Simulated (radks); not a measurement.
Results of a calculation; reference values are marked as such.
Charge is removed step by step from the 6s1/2 level of neutral dysprosium, starting from [Xe] 4f10 6s2. Level of theory: Dirac Kohn-Sham, PBE, spin-unpolarised, spherical densities, finite nucleus; open shells are shared between the two j in proportion to 2j + 1; Fermi nuclear charge, rms radius 5.2218 fm (a radial shooting solver on a logarithmic mesh with Libxc functionals).

removed (e)  E - E(0) (eV)  eigenvalue (eV)  E minus straight line (eV)
0                    0.000           -3.747                       0.000
0.125                0.506           -4.345                      -0.274
0.25                 1.087           -4.955                      -0.473
0.375                1.745           -5.577                      -0.594
0.5                  2.481           -6.210                      -0.638
0.625                3.298           -6.853                      -0.601
0.75                 4.195           -7.507                      -0.483
0.875                5.175           -8.170                      -0.283
1                    6.238           -8.843                       0.000

Removing the whole electron costs 6.238 eV by Delta-SCF, against 3.747 eV from minus the eigenvalue at the starting occupation. Slater's transition state (half an electron removed) gives 6.210 eV. Integrating minus the eigenvalue over the occupation (Janak's theorem) gives 6.238 eV. The mean slope of the eigenvalue, de/dn, is 5.10 eV per electron. Ionisation energy of Dy in the NIST Atomic Spectra Database: 5.939 eV (measured).

Beside tabulated values, note that spin-unpolarised runs miss the spin-polarisation part of the exchange energy of open shells.
